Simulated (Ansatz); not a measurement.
`O=C=[N][AlH2]` + `OC[SiH](F)F` → `F[SiH](F)C[O][AlH2]` + `N=C=O`  (ligand exchange at the Al–N bond)

Program: Ansatz. Geometries: PBE0-D4/def2-TZVP. ΔE: electronic, gas phase. CBS: MP2 limit from def2 TZ/QZ plus the TZ coupled-cluster correction, frozen cores. This one scheme is used for every species. DFT in def2-TZVPP. B3LYP here is the variant with VWN-RPA as its local correlation; programs differ in this. Each species was taken in one conformer, which may not be the lowest.

```
             level  ΔE (kJ/mol)
            PBE-D4          4.0
           ωB97M-V          6.9
            B2PLYP          6.7
              PBE0         11.0
             B3LYP          7.3
SCS-MP2/def2-TZVPP          8.3
CCSD(T)/def2-TZVPP          7.5
      HF/CBS(def2)         18.3
```

Question: What does CCSD(T)/CBS give? (Estimate.)

Answer: The calculation gave: +7.7 kJ/mol. The listed levels differ from it by -3.7, -0.8, -1.0, 3.3, -0.4, 0.6, -0.2, 10.6 kJ/mol.

Largest T1 diagnostic among the species: 0.018.

From PBE to PBE0 (25 % exact exchange), in def2-TZVPP and without D4, ΔE moves by +5.2 kJ/mol. In def2-TZVPP, CCSD(T) changes the Hartree–Fock value by −12.0 kJ/mol (the triples alone add −2.0 kJ/mol) and MP2 by −11.4 kJ/mol.
